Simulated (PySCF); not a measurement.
Delta-SCF ions had no search for a lower state. 

## H$_{3}$Se, SMILES `[SeH3+]` (charge 1, multiplicity 1)

Level of theory: PBE0-D4/def2-TZVP (PySCF).

The HOMO comes out as -17.36 eV and the LUMO is -7.05 eV. The HOMO–LUMO gap comes out as 10.32 eV and the vertical ionisation energy (Delta-SCF) is 20.32 eV. The adiabatic ionisation energy (no zero-point term) is 19.30 eV. The hole reorganisation energy (four-point) is 2.220 eV, the total energy comes out as -2402.7436 Ha and the cost is around 17 core-seconds (rough).

Bond lengths (Å): Se1–H2 1.480, Se1–H3 1.480, Se1–H4 1.480. Angles (°): H2–Se1–H3 92.6, H2–Se1–H4 92.5, H3–Se1–H4 92.6.
Charge +1, spin multiplicity 1.
